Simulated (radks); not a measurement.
All-electron atom: Cs+ in [Xe]. All-electron calculation, Dirac Kohn-Sham, B86b exchange with PBE correlation, spin-unpolarised, spherical densities, point nucleus. Program: a radial shooting solver on a logarithmic mesh with Libxc functionals.

Spin-orbit splittings of the eigenvalues, e(l+1/2) - e(l-1/2), with zeta = 2 splitting/(2l+1) and mean radii in bohr:

shell  occ.  splitting (eV)  zeta (eV)  <r> j=l-1/2  <r> j=l+1/2
2p        6           352.4      234.9      0.09402      0.09992
3p        6           67.52      45.02       0.2887       0.3005
3d       10           14.33      5.733       0.2714       0.2751
4p        6           13.77      9.179       0.7206       0.7481
4d       10           2.285     0.9139       0.8306       0.8410
5p        6           1.648      1.098        2.009        2.101
